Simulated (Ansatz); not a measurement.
Ansatz (a quantum-chemistry and plane-wave program) input (r2SCAN/def2-TZVPD):

Ansatz 0.2 input:
```yaml
crystal:
  periodic: [false, false, false]
  atoms:
    - {symbol: F, position_ang: [-0.03033905, 2.10312009, -0.16051174]}
    - {symbol: Si, position_ang: [-0.00803484, 0.67359835, 0.55236470]}
    - {symbol: Br, position_ang: [-1.83891611, -0.43133577, -0.08469656]}
    - {symbol: Br, position_ang: [1.84993152, -0.37890588, -0.09497487]}
basis:
  gaussian:
    orbitals: def2-TZVPD
hamiltonian:
  xc: {name: r2SCAN}
magnetization: {spin_polarized: true, initial_magnetization: 1}
output: {forces: true}
```

Output:

```
Functional definition: r2SCAN
integrals: 0.16 GiB planned
1312 factors; their error is unknown
0.30 GiB of the device are held for the grids
1.32 GiB of device memory are held for the factors and their scratch space
mean field: 1.07 GiB planned
mean field evaluation 1: about -150687.4675 eV, gradient 2.5e1 eV
mean field evaluation 2: about -150680.3520 eV, gradient 5.5e1 eV
mean field evaluation 4: about -150689.3147 eV, gradient 1.9e0 eV
mean field evaluation 8: about -150689.3240 eV, gradient 1.0e-1 eV
mean field evaluation 16: about -150689.3152 eV, gradient 1.6e-4 eV
mean field -150689.31520758 eV, -5537.7301929920 hartree, gradient 3.8e-5 eV, S^2 0.753881; 0 other end points of the search recorded, 0 dependent functions left out
the calculation of the forces begins
reference -150689.31523406 eV, -5537.7301939653 hartree; 47, 46 occupied and 150, 151 virtual orbitals, 1312 factors
Total energy: -150689.31523406 eV, -5537.7301939653 hartree
Atom 0 at    -0.030339     2.103120    -0.160512 Å, force     0.002282    -0.145754     0.075572 eV/Å
Atom 1 at    -0.008035     0.673598     0.552365 Å, force     0.000738    -0.095661    -0.223123 eV/Å
Atom 2 at    -1.838916    -0.431336    -0.084697 Å, force     0.199073     0.123558     0.073217 eV/Å
Atom 3 at     1.849932    -0.378906    -0.094975 Å, force    -0.202093     0.117856     0.074334 eV/Å
Dipole moment:     0.001211    -0.056914     0.144431 e Å
```

It need not be the lowest isomer of its formula.
